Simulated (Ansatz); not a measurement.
C10H11FHfO, SMILES `[OH][Hf]12345678([F])([C@H]9[C@@H]1[C@@H]2[C@@H]3[C@H]94)[C@H]1[C@@H]5[C@@H]6[C@@H]7[C@H]18`, relaxed with RKS PBE0-D4/def2-TZVP in Ansatz from a GFN2-xTB geometry. The force threshold is 0.005 eV/Å; the program also tests the step.

Total charge 0; spin multiplicity 1. Hf takes the def2 core potential.

Start:

```xyz
24

O    -1.821   -1.383   -0.440
Hf   -0.556   -0.063   -0.025
F    -1.941    1.195    0.303
C     0.942   -0.464   -1.925
C     1.410    0.711   -1.285
C     0.423    1.712   -1.432
C    -0.637    1.168   -2.193
C    -0.317   -0.169   -2.501
C    -0.224    0.501    2.394
C    -0.800   -0.785    2.325
C     0.131   -1.650    1.700
C     1.280   -0.889    1.378
C     1.054    0.444    1.801
H    -2.689   -0.965   -0.385
H     1.524   -1.356   -2.112
H     2.413    0.865   -0.912
H     0.530    2.753   -1.157
H    -1.502    1.712   -2.546
H    -0.883   -0.823   -3.149
H    -0.652    1.355    2.898
H    -1.742   -1.081    2.765
H     0.036   -2.724    1.617
H     2.226   -1.294    1.042
H     1.796    1.230    1.838
```

```json
{"step": "1", "energy (eV)": "-16613.4349", "largest force (eV/Å)": "2.346", "largest move (Å)": "0.000"}
{"step": "2", "energy (eV)": "-16613.9327", "largest force (eV/Å)": "0.792", "largest move (Å)": "0.190"}
{"step": "3", "energy (eV)": "-16614.1401", "largest force (eV/Å)": "0.492", "largest move (Å)": "0.102"}
{"step": "4", "energy (eV)": "-16614.1725", "largest force (eV/Å)": "0.413", "largest move (Å)": "0.124"}
{"step": "5", "energy (eV)": "-16614.2140", "largest force (eV/Å)": "0.428", "largest move (Å)": "0.194"}
{"step": "6 (rejected)", "energy (eV)": "-16614.0364", "largest force (eV/Å)": "3.565", "largest move (Å)": "0.195"}
{"step": "7", "energy (eV)": "-16614.2335", "largest force (eV/Å)": "0.177", "largest move (Å)": "0.098"}
{"step": "8", "energy (eV)": "-16614.2477", "largest force (eV/Å)": "0.668", "largest move (Å)": "0.098"}
{"step": "9", "energy (eV)": "-16614.2652", "largest force (eV/Å)": "0.410", "largest move (Å)": "0.150"}
{"step": "10", "energy (eV)": "-16614.2666", "largest force (eV/Å)": "0.376", "largest move (Å)": "0.008"}
{"step": "11", "energy (eV)": "-16614.2731", "largest force (eV/Å)": "0.394", "largest move (Å)": "0.083"}
{"step": "12", "energy (eV)": "-16614.2749", "largest force (eV/Å)": "0.297", "largest move (Å)": "0.063"}
{"step": "13 (rejected)", "energy (eV)": "-16614.2638", "largest force (eV/Å)": "0.418", "largest move (Å)": "0.036"}
{"step": "14", "energy (eV)": "-16614.2769", "largest force (eV/Å)": "0.121", "largest move (Å)": "0.018"}
{"step": "15", "energy (eV)": "-16614.2771", "largest force (eV/Å)": "0.061", "largest move (Å)": "0.048"}
{"step": "16", "energy (eV)": "-16614.2784", "largest force (eV/Å)": "0.033", "largest move (Å)": "0.026"}
{"step": "17", "energy (eV)": "-16614.2788", "largest force (eV/Å)": "0.015", "largest move (Å)": "0.021"}
{"step": "18", "energy (eV)": "-16614.2794", "largest force (eV/Å)": "0.020", "largest move (Å)": "0.054"}
{"step": "19", "energy (eV)": "-16614.2800", "largest force (eV/Å)": "0.035", "largest move (Å)": "0.083"}
{"step": "20", "energy (eV)": "-16614.2805", "largest force (eV/Å)": "0.035", "largest move (Å)": "0.026"}
{"step": "21", "energy (eV)": "-16614.2809", "largest force (eV/Å)": "0.030", "largest move (Å)": "0.051"}
{"step": "22", "energy (eV)": "-16614.2811", "largest force (eV/Å)": "0.029", "largest move (Å)": "0.031"}
{"step": "23", "energy (eV)": "-16614.2812", "largest force (eV/Å)": "0.021", "largest move (Å)": "0.021"}
{"step": "24", "energy (eV)": "-16614.2813", "largest force (eV/Å)": "0.018", "largest move (Å)": "0.007"}
{"step": "25", "energy (eV)": "-16614.2813", "largest force (eV/Å)": "0.004", "largest move (Å)": "0.005"}
{"step": "26", "energy (eV)": "-16614.2813", "largest force (eV/Å)": "0.004", "largest move (Å)": "0.007"}
{"step": "27", "energy (eV)": "-16614.2813", "largest force (eV/Å)": "0.004", "largest move (Å)": "0.010"}
{"step": "28", "energy (eV)": "-16614.2813", "largest force (eV/Å)": "0.003", "largest move (Å)": "0.007"}
```

End:

```xyz
24

O    -2.114   -1.073   -0.219
Hf   -0.595    0.163    0.074
F    -1.527    1.813    0.523
C     1.006   -0.427   -1.795
C     1.384    0.862   -1.341
C     0.351    1.757   -1.669
C    -0.670    1.030   -2.320
C    -0.254   -0.313   -2.412
C    -0.131    0.368    2.571
C    -0.749   -0.881    2.379
C     0.132   -1.697    1.633
C     1.291   -0.946    1.359
C     1.124    0.339    1.929
H    -2.649   -1.112   -1.010
H     1.589   -1.332   -1.707
H     2.305    1.111   -0.836
H     0.315    2.806   -1.418
H    -1.608    1.436   -2.667
H    -0.814   -1.127   -2.849
H    -0.570    1.223    3.060
H    -1.742   -1.156    2.701
H    -0.069   -2.705    1.305
H     2.158   -1.291    0.817
H     1.836    1.151    1.891
```

Run time 47 s (11 threads of an AMD EPYC 7R13 on a shared host and a whole NVIDIA H100 80 GB); peak host memory 1.3 GiB.
